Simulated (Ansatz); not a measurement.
One change: `B[CH](C)[ZnH]` becomes `BCC(B)C`.

Ansatz, PBE0-D4/def2-TZVP geometries, multiplicity 1. Each molecule was computed in one conformer, which needn't be the lowest.

Scalar relativity is left out up to krypton.

| property | `B[CH](C)[ZnH]` |
| --- | --- |
| HOMO–LUMO gap (B3LYP/def2-TZVPP) / eV | 5.52 |
| LUMO energy (B3LYP/def2-TZVPP) / eV | -1.61 |
| HOMO energy (PBE/def2-TZVPP) / eV | -6.31 |
| size of the dipole moment (ωB97M-V/def2-TZVPP) / D | 1.63 |
| LUMO energy (PBE/def2-TZVPP) / eV | -2.23 |
| size of the dipole moment (B3LYP/def2-TZVPP) / D | 1.62 |

Task: What does the change do to each property? (Best estimate.)

Result: Computed: 
```csv
property,`BCC(B)C`,shift
HOMO–LUMO gap (B3LYP/def2-TZVPP) / eV,7.41,1.89
LUMO energy (B3LYP/def2-TZVPP) / eV,-0.52,1.09
HOMO energy (PBE/def2-TZVPP) / eV,-7.00,-0.69
size of the dipole moment (ωB97M-V/def2-TZVPP) / D,1.11,-0.52
LUMO energy (PBE/def2-TZVPP) / eV,-1.30,0.93
size of the dipole moment (B3LYP/def2-TZVPP) / D,1.11,-0.51
```

With PBE0 the HOMO falls by 0.82 eV and the LUMO rises by 1.07 eV, so the gap widens by about 1.89 eV. PBE moves the HOMO by -0.69 eV and ωB97M-V by -0.92 eV. Dipoles are sizes alone; their direction can turn.

B3LYP here is the variant with VWN-RPA as its local correlation; programs differ in this.
